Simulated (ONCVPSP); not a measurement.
**tin (Sn): one change to an ONCV potential, before and after**

```json
{"Element": "Sn", "Generator": "ONCVPSP 4.0.1", "Type": "optimised norm-conserving Vanderbilt (ONCV)", "Functional": "PBEsol", "Relativity": "scalar-relativistic", "Frozen core": "[Kr]", "Valence charge": "14", "Reference configuration": "4d10 5s2 5p2", "Partial waves": "5s: rc 2.20 bohr, ncon 3, nbas 7, qcut 2.4 1/bohr, 1 projector; 5p: rc 2.10 bohr, ncon 3, nbas 6, qcut 3.7 1/bohr, 2 projectors, debl 2.3 Ha; 4d: rc 1.35 bohr, ncon 4, nbas 9, qcut 12.8 1/bohr, 2 projectors, debl 2.1 Ha; f scattering state at 0.29 Ha: rc 1.70 bohr, ncon 5, nbas 8, qcut 7 1/bohr, 2 projectors, debl 1.3 Ha", "Local potential": "polynomial inside 1.25 bohr (lpopt 5, dvloc0 0 Ha)", "Core correction": "polynomial model core, fcfact 0.3"}
```

Change: s: qcut 2.7; p: qcut 4.2; d: qcut 14.6; f: qcut 8.

Cutoffs: the cutoffs (Ha) at which the residual kinetic energy of the hardest occupied pseudo-wave falls to 1 and 0.1 mHa per electron; they do not see the model core or the augmentation charge, which bear on the density cutoff. Errors are all-electron minus pseudo energies relative to the spin-unpolarised reference configuration.

**Question.** What does the change do?

**Answer.** The potential gets harder (47 Ha and 56 Ha → 51 Ha and 62 Ha); both files keep a bound ghost (s); the errors of the 3 common tests hardly move.

```tsv
quantity	base	changed
cutoff, loose	47 Ha	51 Ha
cutoff, tight	56 Ha	62 Ha
loose cutoff by channel	s 23 Ha, p 5.1 Ha, d 47 Ha	s 15 Ha, p 5.5 Ha, d 51 Ha
bound ghosts	s	s
GHOST(+) flags under 300 eV	p at 44.3 eV	p at 42.5 eV
tests with a reliable result	3 of 4	3 of 4
error for 4d10 5s2 5p1, meV [ΔE 6.90 eV]	-1.7	-1.9
error for 4d10 5s2 5p0, meV [ΔE 20.87 eV]	-5.3	-6.0
error for 4d10 5s1 5p0, meV [ΔE 51.89 eV]	-20	-21
s: phases at 2.23 bohr within 0.05 rad from the reference energy up to (Ha; the scan ends near 5)	0.9	1.0
p: phases at 2.13 bohr within 0.05 rad from the reference energy up to (Ha; the scan ends near 5)	1.6	1.5
d: phases at 1.37 bohr within 0.05 rad from the reference energy up to (Ha; the scan ends near 5)	to the end of the scan	to the end of the scan
f: phases at 1.73 bohr within 0.05 rad from the reference energy up to (Ha; the scan ends near 5)	to the end of the scan	to the end of the scan
rms error of d²Exc/dni dnj with the model core, mHa	1.08	1.03
```

 A true bound ghost makes a file unfit for plane-wave use even where its test errors are small: the radial tests pick states by their node count and pass the ghost by.
